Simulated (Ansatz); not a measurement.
Energy needed to pull apart CH4BI (SMILES BCI), closed shell, into free ground-state atoms, from the structure below (displaced at random from a GFN2-xTB minimum); no zero-point or spin–orbit terms; open-shell atoms are treated unrestricted, in their ground-state multiplicity.

```tsv
atom	x (Å)	y (Å)	z (Å)
B1	-0.8534	0.1722	-0.4933
C2	0.5473	0.0672	0.2270
I3	1.0893	-1.8593	1.1830
H4	-1.6231	-0.7367	-0.5265
H5	-1.1547	1.2097	-0.9637
H6	0.6294	0.8280	1.0563
H7	1.3790	0.2707	-0.4884
```

Program: Ansatz 0.2.0. Basis: def2-TZVPP. Cores are frozen in the correlated methods. Filled d shells of the heavier atoms are correlated. Core potentials replace the inner electrons of the atoms past krypton. The def2 sets are not built for correlating such inner shells, so the correlated values are less sure here. B3LYP uses VWN-RPA correlation.

| method | atomization energy (kJ/mol) |
| --- | --- |
| PBE-D4 | ? |
| r2SCAN-D4 | 2280 |
| PBE0-D4 | 2279 |
| B3LYP-D4 | 2275 |
| HSE06-D4 | 2281 |
| wB97M-V | 2267 |
| HF | 1725 |
| MP2 | 2240 |
| CCSD | ? |
| CCSD(T) | 2213 |

Q: What does CCSD give? (An estimate is asked for; the value comes from the calculation.)

A: By the calculation: 2183 kJ/mol, which is about 30 kJ/mol less than CCSD(T)/def2-TZVPP.

Q: What does PBE-D4 give? (To be estimated.)

A: Computed: 2306 kJ/mol, which is about 93 kJ/mol more than CCSD(T)/def2-TZVPP.

In triple zeta the MP2 and coupled-cluster atomization energies are still short of their basis limit by a few kcal/mol a bond, whereas those of the functionals are nearly converged, so these differences are not deviations from converged CCSD(T).

T1 diagnostic: at most 0.010.

For scale, one of the runs: CCSD(T)/def2-TZVPP forces, 168 basis functions (an equivalent command: `ansatz run in.yaml --threads 4`). Time: 2.2 min of wall clock on 4 CPU threads; the host was shared. Peak host memory: 3 GiB.
